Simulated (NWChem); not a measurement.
Molecule: Si$_{2}$N$_{2}$H$_{6}$O; SMILES N1[SiH2]O[Si@H]1N

```xyz
11

N     -0.1079    -2.1776     0.5920
Si    -0.1218    -0.8070    -0.4213
N     -1.1871     0.4812     0.0831
Si     0.1517     1.5961     0.1444
O      1.1568     0.3145    -0.3007
H      0.1848    -3.0829     0.2452
H     -0.0295    -2.1077     1.5998
H     -0.2398    -1.3414    -1.8038
H     -2.1831     0.5403     0.2401
H      0.4764     2.1688     1.4854
H      0.1419     2.7069    -0.8524
```
Atoms are numbered in this order, from 1.

All runs use the structure optimised with PBE0/def2-SVP.

Task: Give the principal values of the shielding tensors (ppm) of N1, Si2, N3, Si4, O5 from Hartree-Fock/6-31G* (spherical d), GIAO (NWChem), with their diamagnetic and paramagnetic parts as GIAO splits them.

Result: 
```csv
atom,σ11,σ22,σ33,isotropic,diamagnetic,paramagnetic
N1,219.1,223.5,267.6,236.7,324.9,-88.2
Si2,465.2,475.8,489.5,476.8,878.6,-401.8
N3,196.6,243.9,297.2,245.9,322.8,-76.9
Si4,445.6,462.1,483.5,463.7,878.4,-414.7
O5,232.4,257.7,339.8,276.6,394.5,-117.9
```
